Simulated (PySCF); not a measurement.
Species: C2H8SSeSi.
Bonds: C1–S2, S2–Si3, Si3–C4, C4–Se5. Hydrogens: H6, H7, H8 on C1; H9, H10 on Si3; H11, H12 on C4; H13 on Se5.

A GFN2-xTB structure with every atom displaced at random (by about 0.01 Å) was refined with PBE0-D3(BJ)/def2-SVP geometry optimisation, gas phase (PySCF 2.14.0). Values at the start:

```csv
coordinate,start
C1–S2,1.821 Å
C1–H6,1.098 Å
S2–Si3,2.153 Å
Si3–C4,1.849 Å
Si3–H9,1.438 Å
C4–Se5,1.991 Å
C4–H11,1.110 Å
Se5–H13,1.459 Å
C1–S2–Si3,100.0°
S2–Si3–C4,105.0°
Si3–C4–Se5,110.2°
C1–S2–Si3–C4,-179°
S2–Si3–C4–Se5,-179°
```

Q: How do these coordinates change at the PBE0-D3(BJ)/def2-SVP level?

A: 
```csv
coordinate,PBE0-D3(BJ)/def2-SVP (Å or °),change
Si3–H9,1.494,+0.056
C4–Se5,1.960,-0.031
Si3–C4,1.878,+0.029
Se5–H13,1.472,+0.013
C4–H11,1.099,-0.011
S2–Si3,2.146,-0.007
C1–S2,1.823,+0.002
C1–H6,1.099,+0.001
S2–Si3–C4,107.4,+2.4
Si3–C4–Se5,110.5,+0.3
C1–S2–Si3,99.7,-0.3
S2–Si3–C4–Se5,177,-4
C1–S2–Si3–C4,177,-4
```

The energy falls by 12.4 kJ/mol over 6 energy and gradient evaluations, the largest force component goes from 0.0299 to 4.2e-04 Eh/bohr, and the atoms move by 0.101 Å rms after alignment. The bond that changes most is Si3–H9 (SiH2 silicon to Si–H hydrogen), which lengthens by 0.056 Å. Bonds longer at the end by more than 0.005 Å: 6 of 12; shorter: 3. Among the dihedrals that turn most is H10–Si3–C4–H11, from -55° to -68°. Rotational constants go from 9411, 553.5, 530.9 to 9332, 550.9, 528.9 MHz.

The run used 136 basis functions and 39 SCF cycles in all.

PBE0-D3(BJ)/def2-SVP frequencies: not computed here. The numbers are those of one conformer.
